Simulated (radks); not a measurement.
The numbers below are computed, except where a source is named.
Trend from Zr2+ to Cd2+: ionisation energy by Delta-SCF between NIST ground configurations, and size. Code: a radial shooting solver on a logarithmic mesh with Libxc functionals. Model: Dirac Kohn-Sham, PBE, spin-unpolarised, spherical densities, point nucleus; open shells fill j = l - 1/2 first.

species,configuration,configuration of the ion,IE (eV),NIST (eV),kind,r at 0.001 e/bohr^3 (bohr)
Zr2+,[Kr] 4d2,[Kr] 4d1,22.697,23.170,semi-emp.,3.64
Nb2+,[Kr] 4d3,[Kr] 4d2,24.800,25.040,semi-emp.,3.64
Mo2+,[Kr] 4d4,[Kr] 4d3,26.825,27.1,semi-emp.,3.60
Tc2+,[Kr] 4d5,[Kr] 4d4,28.485,29.550,semi-emp.,3.55
Ru2+,[Kr] 4d6,[Kr] 4d5,30.386,28.470,semi-emp.,3.49
Rh2+,[Kr] 4d7,[Kr] 4d6,32.251,31.060,semi-emp.,3.43
Pd2+,[Kr] 4d8,[Kr] 4d7,34.088,32.930,semi-emp.,3.36
Ag2+,[Kr] 4d9,[Kr] 4d8,35.902,34.8,semi-emp.,3.30
Cd2+,[Kr] 4d10,[Kr] 4d9,37.698,37.47,exp.,3.24

Reference values: NIST Atomic Spectra Database (exp. = measured, semi-emp. = semi-empirical, theory = theoretical value adopted there). Spin polarisation and multiplet splitting are left out, so open shells lie too high by an amount that depends on their filling.

Beside tabulated values, note that spin-unpolarised runs miss the spin-polarisation part of the exchange energy of open shells.
